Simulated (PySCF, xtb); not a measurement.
PbCl, SMILES [Pb+][Cl] (connectivity only; charge and spin as stated), charge +1, multiplicity 1.

GFN2-xTB run with xtb 6.7.1 at its own geometry gives an orbital gap of 3.06 eV.

The structure is a stationary point at PBE0-D3(BJ)/def2-TZVP. The multiplicity is an assumed one; other spin states were not compared. The def2 effective core potentials stand for the cores of Pb; spin–orbit coupling is left out.

Q: What does B3LYP/def2-TZVPD (PySCF) give? (The exact figures need the calculation; the answer reports its results.)

A: gap 5.31 eV (levels -14.44 and -9.13 eV).
